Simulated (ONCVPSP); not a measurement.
# Building the ONCV potential for molybdenum (Mo) (LDA (Perdew-Zunger), scalar-relativistic).

ONCVPSP 4.0.1 input, shortened (lines: element, Z, core and valence counts, functional; n l f; lmax; l rc ep ncon nbas qcut; lloc lpopt rc5 dvloc0; l nproj debl; icmod fcfact rcfact), LDA (Perdew-Zunger), scalar-relativistic:

```
  Mo 42.00    7    3        3      upf
    1    0    2.00
    2    0    2.00
    2    1    6.00
    3    0    2.00
    3    1    6.00
    3    2   10.00
    4    0    2.00
    4    1    6.00
    4    2    5.00
    5    0    1.00
    3
    0    2.30    0.00    4    7    3.50
    1    1.85    0.00    3    7    6.70
    2    2.40    0.00    4    9    6.20
    3    2.55    0.38    4    7    5.10
    4    2    1.15   -1.00
    0    2    0.80
    1    2    1.70
    2    2    3.40
    3    1    4.00
    0    0.00    0.00
```

Is a potential produced?

No. ONCVPSP 4.0.1 stopped with "optimize: ERROR ps0norm > uunorm, code will stop": the continuity conditions at rc already need more norm inside rc than the all-electron wave has, so norm conservation cannot be met. It happened in the s channel.
